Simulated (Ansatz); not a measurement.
One change: `O[Si](O)(O)[O][GaH2]` becomes `BO[Si](O)(O)O`.

Ansatz, PBE0-D4/def2-TZVP geometries, multiplicity 1. Each molecule was computed in one conformer, which needn't be the lowest.

Scalar relativity is left out up to krypton.

```csv
property,`O[Si](O)(O)[O][GaH2]`
HOMO energy (PBE/def2-TZVPP) / eV,-6.59
LUMO energy (B3LYP/def2-TZVPP) / eV,-0.56
LUMO energy (PBE0/def2-TZVPP) / eV,-0.27
zero-point energy (PBE0-D4/def2-TZVP) / kJ/mol,165.6
LUMO energy (PBE/def2-TZVPP) / eV,-1.09
HOMO–LUMO gap (ωB97M-V/def2-TZVPP) / eV,11.55
```

(1) What does the change do to each property? (An estimate is asked.)

Answers

(1) Ansatz gave: 
| property | `BO[Si](O)(O)O` | shift |
| --- | --- | --- |
| HOMO energy (PBE/def2-TZVPP) / eV | -6.98 | -0.39 |
| LUMO energy (B3LYP/def2-TZVPP) / eV | -0.86 | -0.30 |
| LUMO energy (PBE0/def2-TZVPP) / eV | -0.60 | -0.33 |
| zero-point energy (PBE0-D4/def2-TZVP) / kJ/mol | 183.1 | 17.5 |
| LUMO energy (PBE/def2-TZVPP) / eV | -1.61 | -0.52 |
| HOMO–LUMO gap (ωB97M-V/def2-TZVPP) / eV | 12.16 | 0.61 |

With PBE0 the HOMO falls by 0.50 eV and the LUMO falls by 0.33 eV, so the gap widens by about 0.17 eV. PBE moves the HOMO by -0.39 eV and ωB97M-V by -0.61 eV.

B3LYP here is the variant with VWN-RPA as its local correlation; programs differ in this.
